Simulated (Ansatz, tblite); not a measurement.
Removing and adding an electron: Cu(AsH3)(N(SiH3)2) (CuSi₂AsNH₉). The state is a singlet with charge 0. Geometry: r2SCAN-D4/def2-SVP. Ansatz, gas phase; energy differences of separate SCF runs; the oxidised species was run as a doublet alone; the reduced species was run as a doublet alone.

```xyz
14

Cu    0.3933    0.1319   -0.8150
As    1.3886    0.4523   -2.7904
H     2.2397    1.6818   -3.0033
H     0.5765    0.5659   -4.0607
H     2.3863   -0.5617   -3.2988
N    -0.4093   -0.1320    0.8125
Si   -0.7620   -1.7660    1.2332
Si   -0.7283    1.2818    1.7456
H    -0.0836   -2.2197    2.4962
H    -0.2973   -2.6835    0.1376
H    -2.2289   -2.0336    1.4278
H    -2.1890    1.4962    2.0321
H    -0.2506    2.4979    1.0032
H    -0.0355    1.2886    3.0801
```

The xTB rows come from tblite. Correlated methods freeze 29 core orbitals; core or outer-core shells of As are correlated, in sets that lack core-valence functions. The rows differ in basis, and correlated rows in double-zeta sets carry the largest basis error.

(1) Estimate orbital energies and vertical ionisation energies and electron affinities at: GFN1-xTB; GFN2-xTB; HF/def2-SVP; PBE-D4/def2-TZVP; PBE-D4/def2-TZVPD; r2SCAN-D4/def2-TZVP; r2SCAN-D4/def2-TZVPD; PBE0-D4/def2-TZVP; PBE0-D4/def2-TZVPD; MP2/def2-SVP; CCSD/def2-SVP; CCSD(T)/def2-SVP.

## Answers

(1) 
| level | −HOMO (eV) | vertical IE (eV) | −LUMO (eV) | vertical EA (eV) | HOMO–LUMO gap (eV) | IE − EA (eV) | remarks |
| --- | --- | --- | --- | --- | --- | --- | --- |
| GFN1-xTB | 10.45 | 12.83 | 7.46 | 4.50 | 2.99 | 8.33 | – |
| GFN2-xTB | 8.87 | 11.78 | 6.03 | 3.34 | 2.84 | 8.45 | – |
| HF/def2-SVP | – | 6.58 | – | – | – | – | – |
| PBE-D4/def2-TZVP | 5.04 | 7.65 | 1.75 | – | 3.29 | – | – |
| PBE-D4/def2-TZVPD | 5.09 | – | 1.87 | 0.06 | 3.22 | – | HOMO above zero (-1 doublet) |
| r2SCAN-D4/def2-TZVP | 5.23 | 7.66 | 1.56 | – | 3.66 | – | – |
| r2SCAN-D4/def2-TZVPD | 5.26 | – | 1.65 | -0.11 | 3.60 | – | HOMO above zero (-1 doublet) |
| PBE0-D4/def2-TZVP | 6.18 | 7.78 | 0.94 | – | 5.24 | – | – |
| PBE0-D4/def2-TZVPD | 6.22 | – | 1.10 | -0.13 | 5.12 | – | HOMO above zero (-1 doublet) |
| MP2/def2-SVP | – | 8.04 | – | – | – | – | – |
| CCSD/def2-SVP | – | 7.58 | – | – | – | – | – |
| CCSD(T)/def2-SVP | – | 7.64 | – | – | – | – | – |

   A HOMO above zero means that the electron is unbound at that level or that self-interaction error raises the level; the energy of removing that electron tells which. Raw xTB energy differences between charge states are shifted by several eV; the methods need an empirical correction for them. A negative affinity means that the extra electron isn't bound; its size then hangs on the basis.
